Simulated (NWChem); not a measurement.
Species: CH2BF3; SMILES BC(F)(F)F

```xyz
7

B     -0.0001     1.5569     0.4617
C      0.0005     0.0136     0.0516
F     -0.0155     0.0161    -1.3004
F     -1.0665    -0.6761     0.4665
F      1.0820    -0.6685     0.4410
H     -1.0554     2.1186     0.5805
H      1.0537     2.1260     0.5559
```
Atoms are numbered in this order, from 1.

Results from NWChem. Pople sets run with spherical d functions. Structure relaxed at the PBE0/def2-SVP level. Core excitations by TDA in a window of 1s orbitals, non-relativistic and unshifted: absolute energies depend strongly on the exact-exchange share.

Question: Predict the results for C K edge, BHandHLYP/6-311G**. Quantities: first 1s excitation (eV); dipole oscillator strength of the first; first state with f > 0.002 (eV); dipole oscillator strength of that state.

Answer: 
```
Property                                   Value
----------------------------------------  ------
first 1s excitation (eV)                   288.7
dipole oscillator strength of the first   0.0156
first state with f > 0.002 (eV)            288.7
dipole oscillator strength of that state  0.0156
```
